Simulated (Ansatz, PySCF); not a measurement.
Molecule: dimethylborinic acid, C$_{2}$H$_{7}$BO, net charge 0, singlet state. SMILES: CB(C)O
Coordinates optimised at B3LYP-D3(BJ)/def2-TZVP (Ansatz, a program for electronic structure):
```
B
O 1 1.3670
H 2 0.9631 1 113.53
C 1 1.5715 2 116.87 3 -178.60
H 4 1.0907 1 112.96 2 -12.35
H 4 1.0935 5 108.91 1 124.97
H 4 1.0963 5 107.65 6 114.19
C 1 1.5780 2 121.14 3 1.54
H 8 1.0933 1 111.57 2 -135.27
H 8 1.0937 9 108.06 1 -126.66
H 8 1.0960 9 105.72 10 -114.63
```
Charge 0, spin multiplicity 1.

Wanted: atomisation energy (electronic, to ground-state atoms), in kcal/mol. Cores are frozen in the correlated levels unless marked. Open shells are spin-unrestricted. Spin-orbit coupling is left out. No relativistic terms. The coupled-cluster limit lacks core correlation, which all-electron functionals hold. Basis-set limits of correlation are two-point, X^-3; Hartree-Fock from the larger set. The bracket is a focal-point correction in the basis named.

```tsv
level	program	atomisation energy (kcal/mol)
HF/aug-cc-pVDZ	Ansatz	787.5
HF/cc-pVQZ	Ansatz	800.7
SVWN5/def2-TZVPD	Ansatz	1184.3
B3LYP-D4/def2-TZVPD	Ansatz + dftd4	1048.2
PBE0/6-31G*	Ansatz	1046.3
BHLYP-D3(BJ)/def2-TZVPD	Ansatz + dftd3	1024.8
TPSSh-D4/def2-TZVPD	PySCF + dftd4	1048.9
```

### Question
Estimate the value at RI-MP2/CBS(aug-cc-pVTZ,aug-cc-pVQZ)+[CCSD(T)-MP2]/aug-cc-pVTZ as computed with Ansatz.

### Answer
1047.1 kcal/mol
